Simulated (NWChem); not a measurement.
AlH$_{2}$O$_{2}$Cl; SMILES [OH][Al]([OH])[Cl]

```xyz
6

Al    -0.0391     0.4280     0.0000
Cl     0.2004    -1.6485     0.0000
O     -1.6142     1.0327     0.0000
H     -1.8398     1.9640     0.0000
O      1.2896     1.4747     0.0000
H      2.2097     1.2071     0.0000
```
Atoms are numbered in this order, from 1.

All runs: NWChem. Geometry optimised at PBE0/def2-SVP; all other runs use it. Pople sets run with spherical d functions. Vzz has the sign of the potential's second derivative.

| quantity | level | value |
|---|---|---|
| charge (e), Mulliken Cl2 | Hartree-Fock/6-31G* | -0.36 |
| Vzz O3 (a.u.) | PBE0/def2-TZVP | 1.336 |
| anisotropy (bohr³) at 589 nm | B3LYP/6-31G* | 15.0 |
| highest occupied level (eV) | BLYP/6-31G* | -7.10 |
| dipole (D) | PBE0/def2-SVP | 2.03 |
| highest harmonic frequency (cm⁻¹) | PBE0/def2-SVP | 3990 |
